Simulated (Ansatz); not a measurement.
Cost and result for the atomization energy of CH₅ClSeSi, SMILES `ClC[SiH2][SeH]` (9 atoms, 8 bonds).

Cartesian coordinates in Å:
```
Cl 2.353 0.380 -1.043
C 1.049 0.505 0.172
Si -0.522 -0.210 -0.574
Se -2.260 -0.064 0.896
H 1.368 -0.039 1.061
H 0.929 1.557 0.433
H -0.930 0.605 -1.742
H -0.272 -1.617 -0.965
H -1.715 -1.117 1.763
```

Total charge 0; spin multiplicity 1. Correlated methods include outer-core shells of Se, which these sets cover unevenly. Scalar relativity is left out up to krypton. The structure was optimised at the PBE0-D4/def2-TZVP level. It is one conformer, not always the lowest. Program: Ansatz. All runs use 4 threads of an Arm Neoverse V1 on a shared host. Times are those of one run each, without the atoms' runs, and a repeat can differ threefold. Electronic energies, without spin–orbit coupling; frozen cores. CCSD(T)/CBS adds CCSD(T) − MP2 in def2-TZVPP to the MP2 limit, and its time is that of the two runs behind it. T1 = 0.009. With those shells the extrapolation isn't a true limit. B3LYP takes the VWN-RPA correlation (the form of Gaussian; ORCA's B3LYP/G).

CCSD(T)/CBS is a level of theory with its own doubt, some kJ/mol a heavy atom from the limit and from the frozen cores, so smaller differences don't rank the functionals.

```
                             level  functions  wall time
   PBE-D4/def2-TZVPP (with forces)        233      2.4 s
                PBE0-D4/def2-TZVPP        233      3.4 s
r2SCAN-D4/def2-TZVPP (with forces)        233      5.5 s
 B3LYP-D4/def2-TZVPP (with forces)        233      5.5 s
                 B2PLYP/def2-TZVPP        233      5.5 s
                ωB97X-V/def2-TZVPP        233      8.5 s
  ωB97M-V/def2-TZVPP (with forces)        233       13 s
                    MP2/def2-QZVPP        436       21 s
                CCSD(T)/def2-TZVPP        233    2.3 min
                 CCSD(T)/CBS(def2)          –    2.6 min
```

Problem. What atomization energy does each give, and how far from CCSD(T)/CBS? (Best estimate.)

Solution. Computed: 
```tsv
level	atomization (kcal/mol)	difference from CCSD(T)/CBS	per bond
PBE-D4/def2-TZVPP (with forces)	675.6	3.6	0.4
PBE0-D4/def2-TZVPP	668.7	-3.3	-0.4
r2SCAN-D4/def2-TZVPP (with forces)	671.7	-0.3	0.0
B3LYP-D4/def2-TZVPP (with forces)	666.1	-5.9	-0.7
B2PLYP/def2-TZVPP	657.9	-14.1	-1.8
ωB97X-V/def2-TZVPP	673.2	1.2	0.1
ωB97M-V/def2-TZVPP (with forces)	669.8	-2.2	-0.3
MP2/def2-QZVPP	668.8	-3.2	-0.4
CCSD(T)/def2-TZVPP	652.0	-20.0	-2.5
CCSD(T)/CBS(def2)	672.0	0.0	0.0
```

From PBE to PBE0 (25 % exact exchange), in def2-TZVPP and without D4, the atomization energy moves by −6.1 kcal/mol: exact exchange takes away binding that semilocal exchange gives to molecules. In def2-TZVPP, CCSD(T) changes the Hartree–Fock value by +163.5 kcal/mol (the triples alone add +9.9 kcal/mol) and MP2 by +168.7 kcal/mol; breaking electron pairs costs correlation energy, which Hartree–Fock lacks. The D4 term adds +8.7 kcal/mol with B3LYP and +4.6 kcal/mol with PBE0; it sums over pairs of atoms, weighted by their polarisabilities, and B3LYP, whose exchange is more repulsive, gets the larger term.
